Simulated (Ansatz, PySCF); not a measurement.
boroxine (B3H3O3), SMILES B1OBOBO1. Atoms are numbered in the order given.

```xyz
9

B     -1.3811     0.0000     0.0000
O     -0.6857    -1.1876     0.0000
B      0.6905    -1.1960     0.0000
O      1.3714     0.0000     0.0000
B      0.6905     1.1960     0.0000
O     -0.6857     1.1876     0.0000
H     -2.5835     0.0000     0.0000
H      1.2917    -2.2373     0.0000
H      1.2917     2.2373     0.0000
```

Coordinates come from a ωB97X-D3(BJ)/def2-SVP optimisation.

Two levels are set side by side: PBE-D3(BJ)/def2-SVP (Ansatz, a quantum-chemistry and plane-wave program) and ωB97X-D3(BJ)/def2-SVP (PySCF). Each level has its own optimised geometry; the coordinates shown are those of the second. Frequencies come from the Hessian of PySCF at each geometry. Differences are taken from unrounded values.

```json
[
 {"quantity": "mean bond length (Å)", "ωB97X-D3(BJ)": "1.318", "PBE-D3(BJ)": "1.325", "PBE-D3(BJ) minus ωB97X-D3(BJ)": "0.007"},
 {"quantity": "bond B1–O2 (Å)", "ωB97X-D3(BJ)": "1.376", "PBE-D3(BJ)": "1.382", "PBE-D3(BJ) minus ωB97X-D3(BJ)": "0.006"},
 {"quantity": "bond B1–O6 (Å)", "ωB97X-D3(BJ)": "1.376", "PBE-D3(BJ)": "1.382", "PBE-D3(BJ) minus ωB97X-D3(BJ)": "0.006"},
 {"quantity": "bond O2–B3 (Å)", "ωB97X-D3(BJ)": "1.376", "PBE-D3(BJ)": "1.382", "PBE-D3(BJ) minus ωB97X-D3(BJ)": "0.006"},
 {"quantity": "bond B3–O4 (Å)", "ωB97X-D3(BJ)": "1.376", "PBE-D3(BJ)": "1.382", "PBE-D3(BJ) minus ωB97X-D3(BJ)": "0.006"},
 {"quantity": "bond O4–B5 (Å)", "ωB97X-D3(BJ)": "1.376", "PBE-D3(BJ)": "1.382", "PBE-D3(BJ) minus ωB97X-D3(BJ)": "0.006"},
 {"quantity": "bond B5–O6 (Å)", "ωB97X-D3(BJ)": "1.376", "PBE-D3(BJ)": "1.382", "PBE-D3(BJ) minus ωB97X-D3(BJ)": "0.006"},
 {"quantity": "bond B1–H7 (Å)", "ωB97X-D3(BJ)": "1.202", "PBE-D3(BJ)": "1.210", "PBE-D3(BJ) minus ωB97X-D3(BJ)": "0.007"},
 {"quantity": "bond B3–H8 (Å)", "ωB97X-D3(BJ)": "1.202", "PBE-D3(BJ)": "1.210", "PBE-D3(BJ) minus ωB97X-D3(BJ)": "0.007"},
 {"quantity": "bond B5–H9 (Å)", "ωB97X-D3(BJ)": "1.202", "PBE-D3(BJ)": "1.210", "PBE-D3(BJ) minus ωB97X-D3(BJ)": "0.007"},
 {"quantity": "highest harmonic wavenumber (cm⁻¹)", "ωB97X-D3(BJ)": "2710", "PBE-D3(BJ)": "2631", "PBE-D3(BJ) minus ωB97X-D3(BJ)": "-79"},
 {"quantity": "mean harmonic wavenumber (cm⁻¹)", "ωB97X-D3(BJ)": "1158", "PBE-D3(BJ)": "1118", "PBE-D3(BJ) minus ωB97X-D3(BJ)": "-40"},
 {"quantity": "zero-point energy (kcal/mol)", "ωB97X-D3(BJ)": "34.76", "PBE-D3(BJ)": "33.57", "PBE-D3(BJ) minus ωB97X-D3(BJ)": "-1.19"}
]
```

Exact exchange shortens and stiffens bonds; PBE has none. Differences between two approximate levels are no errors against the true value.
